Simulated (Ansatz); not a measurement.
C2H10B2Si (`BB(C)C[SiH3]`), relaxed with RKS PBE-D4/def2-SVP in Ansatz from a rough embedded geometry. The force threshold is 0.03 eV/Å; the program also tests the step.

Charge 0, multiplicity 1.

Start:

```xyz
15

B     0.278   -1.888    0.572
B     0.608   -0.355    0.077
C     1.870    0.333    0.700
C    -0.225    0.454   -1.028
Si   -1.922    0.853   -0.419
H    -0.709   -2.449    0.037
H     0.880   -2.436    1.366
H     2.786   -0.207    0.526
H     1.708    0.435    1.860
H     2.008    1.368    0.327
H    -0.364   -0.298   -1.918
H     0.268    1.327   -1.356
H    -2.722    1.518   -1.501
H    -2.687   -0.386   -0.004
H    -1.776    1.731    0.761
```

```json
{"step": "1", "energy (eV)": "-11450.5111", "largest force (eV/Å)": "2.995", "largest move (Å)": "0.000"}
{"step": "2", "energy (eV)": "-11450.9944", "largest force (eV/Å)": "0.950", "largest move (Å)": "0.120"}
{"step": "3", "energy (eV)": "-11451.0486", "largest force (eV/Å)": "0.475", "largest move (Å)": "0.200"}
{"step": "4 (rejected)", "energy (eV)": "-11451.0182", "largest force (eV/Å)": "0.721", "largest move (Å)": "0.200"}
{"step": "5", "energy (eV)": "-11451.0879", "largest force (eV/Å)": "0.095", "largest move (Å)": "0.098"}
{"step": "6", "energy (eV)": "-11451.0988", "largest force (eV/Å)": "0.038", "largest move (Å)": "0.100"}
{"step": "7", "energy (eV)": "-11451.1082", "largest force (eV/Å)": "0.160", "largest move (Å)": "0.147"}
{"step": "8", "energy (eV)": "-11451.1158", "largest force (eV/Å)": "0.470", "largest move (Å)": "0.193"}
{"step": "9", "energy (eV)": "-11451.1354", "largest force (eV/Å)": "0.620", "largest move (Å)": "0.190"}
{"step": "10", "energy (eV)": "-11451.2208", "largest force (eV/Å)": "0.443", "largest move (Å)": "0.200"}
{"step": "11", "energy (eV)": "-11451.2996", "largest force (eV/Å)": "0.563", "largest move (Å)": "0.200"}
{"step": "12", "energy (eV)": "-11451.3804", "largest force (eV/Å)": "0.535", "largest move (Å)": "0.195"}
{"step": "13", "energy (eV)": "-11451.4397", "largest force (eV/Å)": "0.250", "largest move (Å)": "0.200"}
{"step": "14", "energy (eV)": "-11451.4768", "largest force (eV/Å)": "0.104", "largest move (Å)": "0.200"}
{"step": "15", "energy (eV)": "-11451.4909", "largest force (eV/Å)": "0.267", "largest move (Å)": "0.195"}
{"step": "16 (rejected)", "energy (eV)": "-11451.4908", "largest force (eV/Å)": "0.266", "largest move (Å)": "0.191"}
{"step": "17", "energy (eV)": "-11451.4998", "largest force (eV/Å)": "0.068", "largest move (Å)": "0.093"}
{"step": "18", "energy (eV)": "-11451.4998", "largest force (eV/Å)": "0.202", "largest move (Å)": "0.070"}
{"step": "19", "energy (eV)": "-11451.5036", "largest force (eV/Å)": "0.055", "largest move (Å)": "0.056"}
{"step": "20 (rejected)", "energy (eV)": "-11451.5021", "largest force (eV/Å)": "0.122", "largest move (Å)": "0.054"}
{"step": "21", "energy (eV)": "-11451.5048", "largest force (eV/Å)": "0.033", "largest move (Å)": "0.027"}
{"step": "22", "energy (eV)": "-11451.5055", "largest force (eV/Å)": "0.062", "largest move (Å)": "0.061"}
{"step": "23", "energy (eV)": "-11451.5058", "largest force (eV/Å)": "0.040", "largest move (Å)": "0.010"}
{"step": "24", "energy (eV)": "-11451.5062", "largest force (eV/Å)": "0.010", "largest move (Å)": "0.027"}
{"step": "25", "energy (eV)": "-11451.5063", "largest force (eV/Å)": "0.026", "largest move (Å)": "0.042"}
```

End:

```xyz
15

B     0.404   -2.061    0.321
B     0.615   -0.458   -0.079
C     1.727    0.387    0.677
C    -0.318    0.268   -1.119
Si   -1.801    1.010   -0.183
H     1.019   -2.942   -0.265
H    -0.327   -2.452    1.219
H     2.573   -0.196    1.093
H     1.212    0.847    1.555
H     2.125    1.230    0.073
H    -0.771   -0.399   -1.883
H     0.179    1.121   -1.630
H    -2.688    1.767   -1.136
H    -2.613   -0.079    0.468
H    -1.335    1.958    0.891
```

It took 16 s on 4 threads of an AMD EPYC 9R45 on a shared host, with 0.19 GiB of host memory at the peak.
